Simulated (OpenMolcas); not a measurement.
## How basis sets differ on GeSiH6O (SMILES [OH][GeH2][SiH3])

The species is GeSiH6O (9 atoms), meant as a singlet with charge 0. As SMILES, `[OH][GeH2][SiH3]`. The coordinates come from a PBE0-D4/def2-TZVP relaxation. This is one conformer, not always the lowest.

```jsonl
{"atom": "O", "x (Å)": "-1.6654", "y (Å)": "1.0032", "z (Å)": "-0.8548"}
{"atom": "Ge", "x (Å)": "0.0863", "y (Å)": "0.8996", "z (Å)": "-0.4955"}
{"atom": "Si", "x (Å)": "0.5258", "y (Å)": "-1.0107", "z (Å)": "0.8704"}
{"atom": "H", "x (Å)": "-1.9734", "y (Å)": "0.2679", "z (Å)": "-1.3890"}
{"atom": "H", "x (Å)": "0.8737", "y (Å)": "0.8321", "z (Å)": "-1.8244"}
{"atom": "H", "x (Å)": "0.3881", "y (Å)": "2.2267", "z (Å)": "0.2159"}
{"atom": "H", "x (Å)": "1.9860", "y (Å)": "-1.1328", "z (Å)": "1.1284"}
{"atom": "H", "x (Å)": "0.0601", "y (Å)": "-2.2362", "z (Å)": "0.1663"}
{"atom": "H", "x (Å)": "-0.1928", "y (Å)": "-0.8961", "z (Å)": "2.1658"}
```

Quantity: the dipole moment, in D. The values are calculated.

```
               level          kind     program  value (D)  CPU time
HF/ANO-RCC-MB (DKH2)  Hartree–Fock  OpenMolcas       1.76     9.1 s
           HF/STO-3G  Hartree–Fock  OpenMolcas       1.56     1.6 s
            HF/3-21G  Hartree–Fock  OpenMolcas       1.87     2.1 s
          HF/cc-pVDZ  Hartree–Fock  OpenMolcas       1.70     7.6 s
```

All-electron rows without a relativistic Hamiltonian named are non-relativistic. The values span 1.56 to 1.87 D. Magnitudes only. Sets without polarisation functions give poor dipoles. Times are those of the runs behind each value, whatever else they computed, on shared processors of several kinds: orders of magnitude only.
